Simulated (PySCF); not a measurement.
# Static response to an electric field

Species: phenylgermane, C6H8Ge.
Numbering: `[GeH3:1][c:2]1[cH:3][cH:4][cH:5][cH:6][cH:7]1` (hydrogens: H8, H9, H10 on Ge1; H11 on C3; H12 on C4; H13 on C5; H14 on C6; H15 on C7)

Geometry (PBE0-D3(BJ)/def2-SVP, Å), atoms numbered from 1 in this order:
```
atom  x, y, z in Å
Ge1    2.4365   -0.1416    0.1099
C2     0.4939   -0.1349   -0.0226
C3    -0.2103   -1.3145   -0.2955
C4    -1.6026   -1.3118   -0.3832
C5    -2.3109   -0.1263   -0.1984
C6    -1.6231    1.0563    0.0732
C7    -0.2323    1.0501    0.1599
H8     3.0434    0.9036   -0.8452
H9     2.9563   -1.5418   -0.2617
H10    2.8836    0.2022    1.5439
H11    0.3322   -2.2526   -0.4441
H12   -2.1361   -2.2412   -0.5976
H13   -3.4015   -0.1225   -0.2673
H14   -2.1736    1.9893    0.2175
H15    0.2906    1.9875    0.3723
```

Level: wB97X-D/def2-SVPD (PySCF), static field, nuclei fixed, core orbitals frozen in the response. The polarisability tensor in these axes (au):

```
x   128.93  -0.03   4.08
y    -0.03 101.24   6.41
z     4.08   6.41  69.59
```

Q: What are the eigenvalues, a third of the trace, and Δα (Δα² = ½Σ(αi − αj)² over the three pairs)?

A: Principal values 68.08, 102.47 and 129.22 au; mean 99.92 au = 14.81 Å³ = 16.47 × 10⁻⁴⁰ C²·m²/J; Δα = 53.09 au (53 % of the mean).

Q: What is the dipole moment, and where does it point?

A: (-0.72, 0.01, -0.05) D, 0.72 D in size, pointing from the negative to the positive side. Measured along this direction, the outermost atoms are H10, H8 and H9 at the negative end and H13 at the positive end.

Q: Rayleigh depolarisation ratio (linearly polarised light, static tensor)?

A: ρ = 3Δα²/(45ᾱ² + 4Δα²) = 8455.6/(449283 + 11274.1) = 0.0184.

Q: What are the principal values of the traceless quadrupole moment, Θ = ½Σq(3rr − r²1), about the centre of nuclear charge?

A: -7.60, 3.32, 4.28 D·Å. The values depend on the origin, since the dipole doesn't vanish. The electronic extent ⟨r²⟩ about the same centre is 1314 bohr², a root-mean-square distance of 2.20 Å for the 76 electrons.

Q: Along which axes do the principal values lie, and how far do the nuclei extend along each?

A: Largest value along (1.00, 0.02, 0.07), where the nuclei span 6.40 Å; middle along (-0.03, 0.98, 0.19), 4.36 Å; least along (-0.07, -0.19, 0.98), 2.48 Å. The response follows the extents in order.

Q: What molar refraction does this α imply?

A: Lorentz–Lorenz: R = (4π/3)N_A α = 2.5225 cm³/(mol·Å³) × 14.81 Å³ = 37.4 cm³/mol, in the limit of long wavelengths.

Q: What would n − 1 = 2πNα be for an ideal gas of these molecules at 500 K and 1 atm, electronic part alone?

A: N = p/kT = 1.4678 × 10¹⁹ cm⁻³, so n − 1 = 2π × N × 14.81 × 10⁻²⁴ cm³ = 1366 × 10⁻⁶ at long wavelengths, for an ideal gas.

Geometry: PBE0-D3(BJ)/def2-SVP; no solvent, vibrations or thermal averaging. The calculation is non-relativistic, for germanium too.

The run behind these numbers computed excited states and ΔSCF ions as well. Hardware: one thread, x86-64 server, no GPU, on a shared host. Cost: 3.8 min wall.
